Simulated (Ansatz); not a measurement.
```yaml
crystal:
  periodic: [false, false, false]
  atoms:
    - {symbol: S, position_ang: [-1.903925, 0.312174, -0.093226]}
    - {symbol: C, position_ang: [-0.124295, 0.496447, 0.039144]}
    - {symbol: Sb, position_ang: [0.746314, -0.929524, 1.330339]}
    - {symbol: H, position_ang: [-2.206471, 1.315800, -0.877362]}
    - {symbol: H, position_ang: [0.263154, 1.565709, 0.257232]}
    - {symbol: H, position_ang: [0.431286, 0.248351, -1.152833]}
    - {symbol: H, position_ang: [2.541355, -0.663636, 0.719084]}
    - {symbol: H, position_ang: [0.606796, -2.245164, 0.098106]}
basis:
  gaussian: {orbitals: def2-TZVP, final_grid: {core_spheres: 1, valence_spheres: 1, degree: 1}}
hamiltonian: {xc: {name: wB97M-V}}
```

```sh
$ ansatz run in.yaml --threads 2 --pin off --events-out ev --progress --plain --max-ram 4352MiB
```

Output, abridged:

```
Functional definition: wB97M-V
1085 factors; their error is unknown
271 factors; integrals over basis functions are off by at most 1.1e-5 eV
mean field evaluation 1: about -18486.5062 eV, gradient 2.3e1 eV
mean field evaluation 2: about -18486.7881 eV, gradient 2.2e1 eV
mean field evaluation 4: about -18487.8913 eV, gradient 8.9e-1 eV
mean field evaluation 16: about -18631.8043 eV, gradient 1.7e0 eV
mean field evaluation 32: about -18631.8848 eV, gradient 5.9e-3 eV
a density is far from that of the atoms, so the factors are made again for it
1364 factors; integrals over basis functions are off by at most 2.0e-4 eV
282 factors; integrals over basis functions are off by at most 1.1e-5 eV
mean field -18631.85796759 eV, -684.7081511822 hartree, gradient 2.6e-5 eV, S^2 0.000000; 0 other end points of the search recorded, 0 dependent functions left out
reference -18631.85813532 eV, -684.7081573461 hartree; 25, 25 occupied and 123, 123 virtual orbitals, 1364 factors
Total energy: -18631.85813532 eV, -684.7081573461 hartree
```

Problem. Something in this input is off. What?

Solution. The integration grid is far too coarse. The run converged. The result belongs to that input, not to the molecule as meant.
